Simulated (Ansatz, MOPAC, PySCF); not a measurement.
System: CCl3, net charge 1, singlet state. SMILES of the parent species: Cl[C](Cl)Cl
Geometry: optimised at B3LYP-D3(BJ)/def2-TZVP (Ansatz, a first-principles code).

Unscaled harmonic wavenumbers (cm⁻¹) in rising order, each level at the stationary point that it reaches from this structure (no distance between atoms moves by over 0.3 Å); the order of modes can differ between levels, and a negative number is imaginary. B3LYP-D3(BJ)/def2-TZVP (PySCF, at the structure above): 309, 309, 527, 541, 1028, 1028.

PM3 (MOPAC): 302, 302, 532, 562, 746, 746. Zero-point energy 4.6 against 5.3 kcal/mol; where all levels lie over 400 cm⁻¹, the wavenumbers are on average 0.875 times those of B3LYP-D3(BJ)/def2-TZVP.

HF/6-31G* (Ansatz): 337, 337, 577, 581, 1127, 1127. Zero-point energy 5.8 against 5.3 kcal/mol; where all levels lie over 400 cm⁻¹, the wavenumbers are on average 1.091 times those of B3LYP-D3(BJ)/def2-TZVP.
